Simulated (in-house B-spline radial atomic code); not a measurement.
Solving the quasi-particle equation for 3p of the scandium ion Sc³⁺

Configuration [Ne] 3s2 3p6, start PBE0. Computed with an all-electron radial atomic-structure program (B-spline basis): all electrons, scalar-relativistic (spin-free one-electron X2C), finite nucleus, each spin shell either full or empty, empty states to l = 9 with an (l + 1/2)⁻⁴ tail; G0W0 by contour deformation at full frequency.

At the mean-field level ε = -67.183 eV the matrix elements are Σx = -35.47 eV, v_xc = -29.179 eV and Σc(ε) = -0.565 eV, and the slope of the correlation self-energy is dΣc/dω = -0.0521. The quasi-particle energy solves E = ε + Σx − v_xc + Σc(E).

Q: What does the linearised equation give?

A: Z = 1/(1 − dΣc/dω) = 1/1.0521 = 0.9505. The first-order shift is Σx − v_xc + Σc(ε) = -35.47 − (-29.179) + (-0.565) = -6.856 eV, so E ≈ ε + Z × shift = -67.183 + 0.9505 × (-6.856) = -73.700 eV.

Q: How does that compare with the full solution and with static screening?

A: Solving the equation at full frequency dependence gives E = -73.687 eV, where Σc = -0.213 eV and the weight is 0.946; the linearised value is off by 13 meV. Leaving Z out would give -74.039 eV. Static COHSEX puts -3.615 eV in place of Σc and gives -77.089 eV, 3.40 eV deeper. The tabulated removal energy is 73.489 eV (NIST, measured); the run leaves out spin-orbit coupling, Breit and QED terms.
